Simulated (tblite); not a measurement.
System: F2Mg, singlet: map of symmetric stretch and bend. Scanned: Mg-F bond length and F-Mg-F angle.

Cartesian coordinates as functions of the variables (Å; names that start with a are angles):
```
Mg  0  0  0
F  r*sin(a/2)  0  r*cos(a/2)
F  -r*sin(a/2)  0  r*cos(a/2)
```

Calculation: GFN2-xTB, 300 K electronic temperature (tblite).

Energy in kcal/mol above the lowest grid point; x is the Mg-F bond length (Å), y the F-Mg-F angle (°).

```
y \ x   1.49  1.60  1.69  1.78  1.87  1.95  2.04  2.13  2.22  2.30  2.36
------  ----  ----  ----  ----  ----  ----  ----  ----  ----  ----  ----
180     25.9   4.6   0.6   2.5   7.5  13.2  20.5  28.1  35.9  42.8  48.0
173.95  25.9   4.6   0.6   2.5   7.4  13.2  20.4  28.0  35.8  42.8  48.0
165.32  25.9   4.5   0.5   2.4   7.3  13.0  20.2  27.8  35.6  42.5  47.7
156.68  26.0   4.5   0.3   2.1   7.0  12.7  19.8  27.4  35.2  42.1  47.3
148.04  26.1   4.4   0.2   1.9   6.6  12.3  19.4  26.9  34.6  41.6  46.8
139.41  26.4   4.5   0.0   1.6   6.3  11.8  18.9  26.3  34.0  41.0  46.2
130.77  27.0   4.7   0.0   1.4   5.9  11.4  18.3  25.8  33.5  40.4  45.6
122.14  28.0   5.1   0.1   1.3   5.7  11.0  18.0  25.4  33.0  39.9  45.2
113.50  29.7   6.0   0.6   1.5   5.7  10.9  17.8  25.1  32.8  39.7  45.0
104.86  32.4   7.7   1.7   2.1   6.1  11.2  17.9  25.3  32.9  39.8  45.1
96.23   37.0  10.5   3.7   3.6   7.1  12.0  18.6  25.8  33.4  40.4  45.7
85      48.9  18.1   9.1   7.5  10.1  14.4  20.6  27.6  35.1  42.0  47.2
```

Points that lie below all their neighbours on the grid: x = 1.69, y = 130.77 (0.0 kcal/mol).
